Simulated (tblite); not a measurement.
C$_{5}$H$_{15}$OSi$_{2}$ (SMILES C[Si](C)O[Si](C)(C)C), doublet, geometry from GFN2-xTB; IPEA1-xTB (tblite).

Input for tblite:
```
$ tblite run mol.xyz --method ipea1 --charge 0 --spin 1 --json tblite.json --no-restart

# file mol.xyz
23

C      2.23591472     1.87430437     0.24724250
Si     1.86051365     0.10193727    -0.35061641
C      2.37046986    -1.20345024     0.94391061
O      0.25111153    -0.01641741    -0.60627064
Si    -1.31223883    -0.15232204    -0.15867484
C     -2.33626438     0.58233246    -1.58117978
C     -1.69231924    -1.99934393     0.09955328
C     -1.59480466     0.81681199     1.45819597
H      1.90405235     2.61598159    -0.47240063
H      3.29840457     2.02013633     0.41278727
H      1.71878788     2.06931712     1.18574679
H      3.43721050    -1.17562147     1.14072650
H      2.11605247    -2.20710082     0.61792915
H      1.85030226    -1.01961845     1.88334339
H     -2.14377675     0.06018739    -2.51300186
H     -2.09978148     1.62995801    -1.73930358
H     -3.39951162     0.51111296    -1.37598552
H     -1.11139739    -2.41349470     0.91836361
H     -2.74126322    -2.16090455     0.32637021
H     -1.45551062    -2.57359087    -0.79097342
H     -2.63409598     0.77917427     1.76930579
H     -0.99602882     0.41451355     2.27064515
H     -1.32616142     1.86274778     1.34035427
```

The log (banner, timings and long lists left out):

```
xTB calculator
 | screened Coulomb repulsion
 | Coulomb electrostatics
 |  * isotropic Klopman-Ohno-Mataga-Nishimoto electrostatics
 |  * onsite third-order electrostatics
 | DFT-D3(BJ) dispersion correction

halogen bonding energy    0.0000000000000E+00 Eh
repulsion energy          4.7591565123600E-01 Eh
dispersion energy        -1.0815299461800E-02 Eh
number of electrons       4.9000000000000E+01 e
integral cutoff           4.0000000000000E+01 bohr

------------------------------------------------------------
  cycle        total energy    energy error   density error
------------------------------------------------------------
      1     -28.93071761360  -2.9395818E+01   5.3042036E-01
      2     -29.06340370147  -1.3268609E-01   2.8106664E-01
      3     -28.87007670418   1.9332700E-01   1.9753483E-01
      4     -29.17263035552  -3.0255365E-01   1.4413073E-02
      5     -29.17343172860  -8.0137308E-04   5.2356478E-03
      6     -29.17369036827  -2.5863967E-04   1.9099109E-03
      7     -29.17369200537  -1.6370992E-06   9.4666126E-04
      8     -29.17369752574  -5.5203650E-06   2.0791950E-04
      9     -29.17369780091  -2.7517548E-07   9.4770838E-05
     10     -29.17369783075  -2.9832758E-08   4.5659630E-05
     11     -29.17369784841  -1.7661087E-08   5.7392166E-06
------------------------------------------------------------

electronic energy        -2.9638798200182E+01 Eh
total energy             -2.9173697848407E+01 Eh

Post processing:
 | Mayer-Wiberg bond orders

[Info] JSON dump of results written to 'tblite.json'
```
